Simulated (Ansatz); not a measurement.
Reaction: SiHCl2F (dichloro(fluoro)silane, SMILES F[SiH](Cl)Cl) → SiHCl2 (SMILES Cl[SiH]Cl, doublet) + F (doublet) (the F-Si bond breaks)
Each species at its own B3LYP-D3(BJ)/def2-TZVP minimum (Ansatz, an electronic-structure program).

Total energies in hartree (Ansatz). Open shells are spin-unrestricted; no spin-orbit coupling. Correlated methods leave the cores frozen. No relativity.

```tsv
species	HF/cc-pV(T+d)Z	CCSD(T)/cc-pV(T+d)Z	HF/cc-pV(Q+d)Z	CCSD(T)/cc-pV(Q+d)Z	CCSD(T)/cc-pV(D+d)Z	CCSDT(Q)/cc-pV(D+d)Z
1: SiHCl2F (SMILES [SiH](Cl)(F)Cl)	-1308.23214	-1309.04118	-1308.25319	-1309.13609	-1308.74005	-1308.74216
2: SiHCl2 (SMILES Cl[SiH]Cl, doublet)	-1208.63833	-1209.17554	-1208.64894	-1209.23444	-1208.98875	-1208.99063
3: F (doublet)	-99.40552	-99.62036	-99.41377	-99.65026	-99.52757	-99.52776
```

Q: Work out the bond dissociation energy (electronic) in kcal/mol: take Hartree-Fock from cc-pV(Q+d)Z, extrapolate the CCSD(T) correlation energy as X^-3 (X = 3, 4), and add CCSDT(Q) - CCSD(T) in cc-pV(D+d)Z. 1 hartree = 627.51 kcal/mol.

A: 
Species 1: correlation (64·(-0.88290) - 27·(-0.80904))/37 = -0.93680; step -0.00211; E1 = -1308.25319 + (-0.93680) + (-0.00211) = -1309.19210
Species 2: correlation (64·(-0.58550) - 27·(-0.53721))/37 = -0.62074; step -0.00188; E2 = -1208.64894 + (-0.62074) + (-0.00188) = -1209.27156
Species 3: correlation (64·(-0.23649) - 27·(-0.21484))/37 = -0.25229; step -0.00019; E3 = -99.41377 + (-0.25229) + (-0.00019) = -99.66625
-1·E1 +1·E2 +1·E3 = 0.25429 hartree = 159.6 kcal/mol.
